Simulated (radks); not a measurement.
Problem. These are the eigenvalues of the occupied orbitals of an atom or ion with whole-number occupations (hartree). Method: scalar-relativistic Kohn-Sham, r2SCAN, spin-polarised, spherical densities, finite nucleus; meta-GGA in the generalised Kohn-Sham scheme; Fermi nuclear charge, rms radius of each element as measured or else 0.836 A^(1/3) + 0.57 fm; computed with a radial shooting solver on a logarithmic mesh with Libxc functionals.

orbital  eigenvalue
1s down   -693.3895
1s up     -693.3884
2s up     -97.98225
2s down   -97.96608
2p up     -87.46518
2p down   -87.45379
3s up     -17.07696
3s down   -17.07170
3p up     -13.60544
3p down   -13.59864
3d up      -7.95132
3d down    -7.93820
4s up      -2.88075
4s down    -2.79978
4p up      -1.97874
4p down    -1.88383
4d up      -0.73470

Which element is it, and in what charge state? The configuration may be excited. Open shells, if any, are filled with parallel spins first.

Solution. Z = 41, niobium, charge +2: Nb2+ in [Kr] 4d3. The list shows which subshells hold electrons but not how many an open one holds; the 1s level, -693.39 hartree, gives Z - s = 37.2 by -(Z - s)^2/2, which with screening and relativity narrows Z to a few neighbours, and the depths of the outer levels then fix element, charge and occupations together.
